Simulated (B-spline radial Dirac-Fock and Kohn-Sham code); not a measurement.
# P: input and output of one calculation

ΔSCF core binding energies without Breit or QED terms, calculated with an atomic code on a B-spline grid. Keys: rel is the Hamiltonian (dirac, or spin-free x2c and nr, where L3 and M5 stand for the whole 2p and 3d shells), method is hf or an exchange,correlation pair (spin-unpolarised, also for the hole states), nuc the nuclear model, radius_factor scales its radius, rmax is the box in bohr, h the logarithmic mesh step, order the B-spline order, points the quadrature points per cell, c_factor scales the speed of light, and damp, ndamp, maxit and tol steer the iteration. The run stops when the commutator error falls below 10·tol·max(1, Z/10), or the numerical noise floor, and the energy has settled to about 1e-8 Ha; the virial ratio is −V/T.

Input (task.json):

```json
{"items": [{"Z": 15, "q": 0, "cfg": [[1, 0, 2], [2, 0, 2], [2, 1, 6], [3, 0, 2], [3, 1, 3]], "A": 31, "rrms": 3.1889, "do": "settings", "holes": ["K", "L3", "M5"],
  "settings": [{"rel": "dirac", "method": "hf", "nuc": "fermi", "radius_factor": 1.0, "rmax": 45.0, "h": 0.3, "order": 8, "points": 3, "c_factor": 1.0, "maxit": 54, "damp": 0.5, "ndamp": 3, "tol": 1e-08}]}]}
```

Command: `python xray2_run.py task.json out`

Ground-state iterations:

```
iter   energy (Ha)        error
   1     -340.18926982  5.79e-01
   2     -341.33825495  8.42e-02
   3     -341.47370815  2.57e-02
   4     -341.49167997  9.14e-03
   5     -341.49440821  3.26e-03
   6     -341.49460917  2.48e-04
   7     -341.49461149  4.47e-05
   8     -341.49461158  9.55e-06
   9     -341.49461158  1.16e-06
  10     -341.49461158  1.68e-07
```

The ground state converged in 10 iterations, with total energy -341.49461 Ha, virial ratio 1.99504 and highest orbital energy -9.51 eV. ΔSCF binding energies: K (1s) 2154.5 eV, L3 (2p3/2) 138.3 eV. Holes are computed only in closed shells, and unreliable hole states are left out.

One setting is outside the advised range (too few quadrature points), but here it does no visible harm: the result matches the run with default settings.
